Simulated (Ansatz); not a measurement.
Reaction (substitution at a C–C bond): `C[C@]1(Cl)[SiH2][C@@H]1F` + `N=C=[Se]` → `CN=C=[Se]` + `F[C@H]1[SiH2][C@@H]1Cl`

Computed with Ansatz on PBE0-D4/def2-TZVP structures; ΔE is electronic, products minus reactants. CBS: MP2 limit from def2 TZ/QZ plus the TZ coupled-cluster correction, frozen cores. Functionals use def2-TZVPP. For Se outer-core shells are correlated without core-valence functions, which leaves a few kJ/mol of doubt a bond. Scalar relativity is left out up to krypton. One conformer a species, not always the lowest.

```json
{"level": "PBE-D4", "ΔE (kJ/mol)": "20.5"}
{"level": "ωB97M-V", "ΔE (kJ/mol)": "20.8"}
{"level": "B2PLYP", "ΔE (kJ/mol)": "15.8"}
{"level": "SCS-MP2/def2-TZVPP", "ΔE (kJ/mol)": "19.3"}
```

(1) What does CCSD(T)/CBS give? (Estimate.)

Largest T1 diagnostic among the species: 0.016.

Results:

(1) Computed: +25.2 kJ/mol. The listed levels differ from it by -4.7, -4.4, -9.4, -5.9 kJ/mol.

In def2-TZVPP, CCSD(T) changes the Hartree–Fock value by +29.7 kJ/mol (the triples alone add +6.5 kJ/mol) and MP2 by +30.7 kJ/mol. From PBE to PBE0 (25 % exact exchange), in def2-TZVPP and without D4, ΔE moves by −3.3 kJ/mol.
